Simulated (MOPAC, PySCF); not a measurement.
Bond stretch in NaI, singlet.

Computed with: AM1, restricted, heats of formation (MOPAC); RCCSD(T) = CCSD(T) on RHF/def2-TZVP, 5 core orbitals frozen, def2 effective core potentials past Kr run with PySCF; UKS-CAM-B3LYP = PySCF 2.14.0 with unrestricted CAM-B3LYP/def2-TZVP, def2 effective core potentials past Kr.

Energies are in kJ/mol, each relative to the lowest point of its own curve near equilibrium.

| R / Å | AM1 | RCCSD(T) | UKS-CAM-B3LYP |
|---|---|---|---|
| 2.05 | 385.0 | 238.4 | 224.6 |
| 2.19 | 199.4 | 123.3 | 114.1 |
| 2.33 | 89.3 | 55.7 | 49.9 |
| 2.42 | 46.6 | 29.6 | 25.5 |
| 2.56 | 10.5 | 7.3 | 5.4 |
| 2.65 | 1.5 | 1.3 | 0.6 |
| 2.71 | 0.0 | 0.0 | 0.0 |
| 2.77 | 1.3 | 0.4 | 1.0 |
| 2.86 | 7.4 | [?] | [?] |
| 2.96 | [?] | 9.4 | 11.9 |
| 3.18 | 52.0 | 28.8 | [?] |
| 3.34 | [?] | 45.9 | 50.7 |
| 3.69 | 139.0 | 85.6 | 91.0 |
| 4.10 | 197.4 | 130.2 | 135.1 |
| 4.52 | 243.1 | 170.1 | 173.8 |
| 4.87 | 272.6 | 198.6 | 201.2 |
| 5.47 | 310.1 | 238.4 | 236.3 |
| 6.00 | 334.1 | 266.0 | 255.8 |
| 6.57 | 353.6 | 289.6 | 269.6 |
| 7.40 | [?] | 314.3 | 281.8 |
| 8.19 | 388.8 | 338.8 | 288.6 |

### Question
Some entries are withheld; supply them.

### Answer

- 2.86, RCCSD(T): 3.4
- 2.86, UKS-CAM-B3LYP: 5.0
- 2.96, AM1: 18.5
- 3.18, UKS-CAM-B3LYP: 32.9
- 3.34, AM1: 79.7
- 7.40, AM1: 374.4

The restricted form behind AM1 keeps the bonding electrons paired and can't separate into open-shell fragments. The unrestricted determinant behind UKS-CAM-B3LYP is spin-contaminated at 5.47 to 8.19 Å (<S²> up to 0.6, against 0.00 for a pure singlet). At the longest distance UKS-CAM-B3LYP leaves fractional charges on the fragments, a sign of delocalisation error or of the restricted form.
